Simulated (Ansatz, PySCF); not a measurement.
Spin states of F2Ti (SMILES [F][Ti][F]), each relaxed with B3LYP-D3(BJ)/def2-TZVP.
State 1 (charge 0, multiplicity 3):
```xyz
3

Ti     0.38450     0.08155    -0.02322
F     -0.41726     1.24107    -1.14714
F     -0.00041    -1.27516     1.10004
```
State 2 (charge 0, multiplicity 1):
```xyz
3

Ti    -0.0108     0.0159    -0.0234
F     -0.2361     1.3733    -1.2358
F      0.2138    -1.3417     1.1889
```

Singlets are restricted, other states unrestricted; no spin–orbit coupling, no relativity up to Kr; see below for the cores. The largest T1 diagnostic is 0.026.

Correlated levels freeze the inner cores; with def2 sets outer-core shells near the valence are correlated too. CBS(a, b) extrapolates the correlation energy as X⁻³ and adds the Hartree–Fock energy of set b.

Run with Ansatz (Gaussian orbitals); PySCF for the dispersion terms. Each number belongs to the level named beside it.

PBE/def2-TZVPP gives 30.84 kcal/mol for the energy of the multiplicity-1 state less that of the multiplicity-3 state.

Q: Where do these levels fall relative to PBE: PBE-D3(BJ)/def2-TZVPP, r2SCAN/def2-TZVPP, B3LYP/def2-TZVPP, wB97M-V/def2-TZVPP, B2PLYP/def2-TZVPP, CCSD(T)/CBS(def2-SVP, def2-TZVPP).

A: PBE-D3(BJ)/def2-TZVPP 0.01; r2SCAN/def2-TZVPP 4.69; B3LYP/def2-TZVPP -4.94; wB97M-V/def2-TZVPP -12.67; B2PLYP/def2-TZVPP -5.34; CCSD(T)/CBS(def2-SVP, def2-TZVPP) -10.07 kcal/mol. 2 of 6 lie above PBE; the widest gap is to wB97M-V/def2-TZVPP.

Doubts at one or more of the structures used: a restricted determinant that unrestricted orbitals would lower (B2PLYP/def2-TZVPP, CCSD(T)/CBS(def2-SVP, def2-TZVPP)).

Ansatz is a program for electronic structure.
